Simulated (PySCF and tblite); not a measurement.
Values are calculated unless marked as measured or tabulated.
# Barrier and rate of a rotation

System: C₅H₁₁NO, numbered as in [CH3:1][CH:2]([CH3:3])[N:4]([CH3:5])[CH:6]=[O:7].

Motion: rotation about the C2–N4 bond (torsion C1–C2–N4–C5 from 65° to -118°, falling). Geometries: GFN2-xTB; energies: BP86/pcSseg-1 + D3(BJ); zero-point and thermal terms from GFN2-xTB harmonic modes (soft modes blended into free rotors). Rates follow Eyring's equation with the number of equivalent paths and no tunnelling. (PySCF 2.14 with density fitting, tblite 0.8.)

```tsv
point	symmetry	E(GFN2) kcal/mol	E(DFT) kcal/mol	ZPE change kcal/mol	lowest mode cm⁻¹	dipole D
start	C1	0.0	0.0	0.00	18	3.90
saddle	C1	5.3	6.3	0.24	56i	3.91
end	Cs	0.9	1.4	0.03	61	3.83
```

* Electronic barrier: 6.3 kcal/mol
* Barrier with zero-point energy: 6.5 kcal/mol
* ΔH‡ (298 K): 5.7 kcal/mol
* ΔS‡ (298 K, symmetry apart): -6.5 cal/(mol K)
* Paths: 1 equivalent path
* End point: a different minimum
* Mean lifetime of the start against this motion at 298 K: 68 ns
* Cost: 2.2 min on 1 thread of Intel Xeon Platinum 8488C, shared host (rough), peak memory 0.63 GiB, launched as `OMP_NUM_THREADS=1 python ens_run.py task.json out`

| T/K | ΔG‡ kcal/mol | k s⁻¹ | ΔG kcal/mol | k back s⁻¹ |
| --- | --- | --- | --- | --- |
| 150 | 7.0 | 210 | 1.6 | 1×10⁵ |
| 200 | 7.2 | 5.6×10⁴ | 1.7 | 7.9×10⁶ |
| 250 | 7.4 | 1.6×10⁶ | 1.8 | 1.1×10⁸ |
| 298 | 7.7 | 1.5×10⁷ | 1.8 | 6.1×10⁸ |
| 350 | 7.9 | 8.1×10⁷ | 1.9 | 2.3×10⁹ |
| 400 | 8.2 | 2.8×10⁸ | 1.9 | 6×10⁹ |
| 500 | 8.7 | 1.6×10⁹ | 2.0 | 2.4×10¹⁰ |

ΔG and ΔG‡ leave out symmetry numbers and mirror images; rates count paths: 1 out, 2 back.
